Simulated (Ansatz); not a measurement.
Born–Oppenheimer molecular dynamics of C₂H₁₂BPSi₂ (18 atoms, charge 0, multiplicity 1). It starts from a relaxed structure.

Computed with Ansatz 0.2.0, RKS CAM-B3LYP-D4/STO-3G.

| Property | Result |
| --- | --- |
| ensemble | NVT, Langevin thermostat |
| time step | 0.5 fs |
| steps asked | 125 |
| set temperature | 100 K |
| friction | 0.05 /fs |
| temperature schedule | 30 steps to 100 K, then 94 steps to 200 K |
| seed | 465200 |

First frame:

```xyz
18
Properties=species:S:1:pos:R:3
C 1.521 1.037 0.999
C 0.742 0.320 -0.144
Si 1.438 -1.431 -0.362
B -0.804 0.162 0.030
Si -1.917 -0.119 -1.569
P -1.565 0.004 1.720
H 1.423 0.497 1.949
H 1.144 2.057 1.154
H 2.592 1.109 0.764
H 0.967 0.833 -1.090
H 2.845 -1.340 -0.648
H 1.256 -2.184 0.850
H 0.781 -2.116 -1.442
H -2.795 1.008 -1.760
H -1.143 -0.269 -2.772
H -2.755 -1.284 -1.440
H -0.979 1.105 2.346
H -2.790 0.623 1.469
```

Question: How far do the bonds stretch over the last three quarters of this one trajectory? (Pairs bonded in most of those frames.)

Answer: 
| bond | mean (Å) | spread (Å) | shortest | longest |
| --- | --- | --- | --- | --- |
| C1–C2 | 1.562 | 0.019 | 1.52 | 1.60 |
| C1–H7 | 1.095 | 0.012 | 1.07 | 1.12 |
| C1–H8 | 1.100 | 0.014 | 1.07 | 1.12 |
| C1–H9 | 1.102 | 0.015 | 1.07 | 1.13 |
| C2–Si3 | 1.896 | 0.024 | 1.86 | 1.92 |
| C2–B4 | 1.558 | 0.013 | 1.53 | 1.58 |
| C2–H10 | 1.099 | 0.016 | 1.07 | 1.13 |
| Si3–H11 | 1.444 | 0.017 | 1.41 | 1.47 |
| Si3–H12 | 1.438 | 0.017 | 1.41 | 1.47 |
| Si3–H13 | 1.443 | 0.013 | 1.42 | 1.47 |
| B4–Si5 | 1.961 | 0.023 | 1.91 | 1.99 |
| B4–P6 | 1.847 | 0.020 | 1.82 | 1.90 |
| Si5–H14 | 1.443 | 0.022 | 1.40 | 1.49 |
| Si5–H15 | 1.439 | 0.029 | 1.39 | 1.50 |
| Si5–H16 | 1.442 | 0.018 | 1.40 | 1.48 |
| P6–H17 | 1.396 | 0.016 | 1.36 | 1.43 |
| P6–H18 | 1.402 | 0.012 | 1.38 | 1.43 |

Mean temperature of the second half: 117 K. The schedule's set-point averaged 168 K over the second half and the system 117 K, so it lags behind the ramp. A run of 0.062 ps of so small a system gives no equilibrium averages. Limits of this set-up: minimal basis.

Run time: 9.9 min on 1 thread of Intel(R) Xeon(R) Platinum 8375C CPU @ 2.90GHz (Ice Lake), on a shared host, peak memory 0.24 GiB.
